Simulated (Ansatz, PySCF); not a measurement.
Gas-phase reaction (SMILES): O[SiH](O)O + S (H2S) → O[Si](O)(O)S + [H][H] (H2); hydrogen sulfide cleaves one Si-H bond, a model of a ligand-exchange step.

Geometries: B3LYP-D3(BJ)/def2-TZVP minima from Ansatz (a first-principles code), one conformer each, not searched for the lowest. Cores are frozen in the correlated levels unless marked. No spin-orbit coupling. Non-relativistic. CBS(X,Y): correlation extrapolated as X^-3; Hartree-Fock from the larger set. Thermal terms are rigid-rotor harmonic-oscillator values from B3LYP-D3(BJ) frequencies (Ansatz or PySCF) at 298.15 K and 1 atm. 1 Eh = 627.5095 kcal/mol.

| species | E, CCSD(T)/CBS(aug-cc-pV(T+d)Z,aug-cc-pV(Q+d)Z) (Ansatz) (Eh) | E, B3LYP-D3(BJ)/def2-TZVPD (Ansatz + dftd3) (Eh) | H - E (Eh) |
|---|---|---|---|
| O[SiH](O)O | -517.15971 | -517.87771 | 0.05830 |
| S (H2S) | -398.96772 | -399.42828 | 0.01881 |
| O[Si](O)(O)S | -914.97063 | -916.14214 | 0.06153 |
| [H][H] (H2) | -1.17444 | -1.17983 | 0.01336 |

**Question.** Work out ΔE and ΔH at 298.15 K at the first level, then ΔH at the second.

**Answer.** 
1. ΔE = [(-914.97063) + (-1.17444)] - [(-517.15971) + (-398.96772)] = -0.01764 Eh = -11.1 kcal/mol at CCSD(T)/CBS(aug-cc-pV(T+d)Z,aug-cc-pV(Q+d)Z).
2. The terms H - E add up to -0.00222 Eh, so ΔH = (-0.01764 + (-0.00222))×627.5095 = -12.5 kcal/mol.
3. At B3LYP-D3(BJ)/def2-TZVPD the same steps give ΔE = -10.0 and ΔH = -11.4 kcal/mol, a shift of +1.1 from the first level.
4. These values are not checked against measurement here, since the tables used lack a sound gas-phase enthalpy of formation for at least one species.
